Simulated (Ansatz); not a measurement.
Reaction (hydrogenolysis of the Si–S bond): `S[SiH2][SnH2][SH]` + H₂ → `[SiH3][SnH2][SH]` + H₂S

Gas-phase electronic energies from Ansatz, PBE0-D4/def2-TZVP geometries. CCSD(T)/CBS is the MP2 limit (def2-TZVPP, def2-QZVPP) plus CCSD(T) − MP2 in def2-TZVPP, frozen cores. This one scheme is used for every species. DFT in def2-TZVPP. def2 core potentials past Kr. For Sn outer-core shells are correlated without core-valence functions, which leaves a few kJ/mol of doubt a bond. Each species was taken in one conformer, which may not be the lowest.

```tsv
species	ωB97M-V energy (Eh)
`S[SiH2][SnH2][SH]`	-1303.73819
H₂	-1.16132
`[SiH3][SnH2][SH]`	-905.51132
H₂S	-399.37365
```

(1) Work out ΔE.

Largest T1 diagnostic among the species: 0.013.

Results:

(1) ΔE = (-905.51132) + (-399.37365) − (-1303.73819) − (-1.16132) = 0.01454 Eh = +9.1 kcal/mol. CCSD(T)/CBS gives +9.9 kcal/mol.

At CCSD(T), def2-SVP lies −5.1 kcal/mol from the extrapolated value and def2-TZVPP −1.8 kcal/mol. The D4 term adds +3.6 kcal/mol with B3LYP and +1.9 kcal/mol with PBE0; it sums over pairs of atoms, weighted by their polarisabilities, and B3LYP, whose exchange is more repulsive, gets the larger term.

B3LYP here is the variant with VWN-RPA as its local correlation; programs differ in this.
